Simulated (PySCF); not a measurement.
# Which determinant of CaTl⁺ lies lowest?

Unrestricted PBE0; basis Ca def2-SVP, Tl def2-SVP with ECP60; scalar-relativistic core potentials; PySCF 2.14. Outer shells of the fragments: Ca 4s2; Tl+ 5d10 6s2.

Followed along the bond (rough minima from three points):

```
2Ms+1  unpaired  ⟨S²⟩ at the start  R at minimum (Å)  Te (eV)
    1      none               0.00              3.69     0.00
    3  σ ↑, π ↑               2.00              3.21     0.92
    1  σ ↑, π ↓               1.00              3.22     1.20
    3      σ ↑↑               2.00  none in the scan   ≤ 0.88
```

Solutions found at the starting distance of 3.120 Å, counted from the lowest of them; the search is not exhaustive and high or unbound solutions are not listed, so other states can lie among these:

```tsv
2Ms+1	unpaired	term	E (eV)	⟨S²⟩	⟨Lz²⟩	μ (D)
1	none	¹Σ⁺	0.00	0.00	0.00	-8.15
3	σ ↑, π ↑	³Π	0.62	2.00	1.00	-10.41
3	σ ↑↑	³Σ⁺	0.90	2.00	0.00	-7.00
1	σ ↑, π ↓	mixed	0.91	1.00	1.01	-9.96
3	π ↑↑	³Σ⁻	1.88	2.00	0.00	-12.52
3	σ ↑, δ ↑	³Δ	2.03	2.00	4.00	-7.34
```

A term symbol is given only where ⟨S²⟩ and ⟨Lz²⟩ are close to those of a pure state; real π, δ and φ orbitals otherwise mix terms. A positive dipole points towards Tl; it is taken about the centre of mass and depends on that origin.

Spin–orbit coupling is left out. Counting both spins, an empty level lies below a filled one in some of these solutions, because spin and occupation are held.
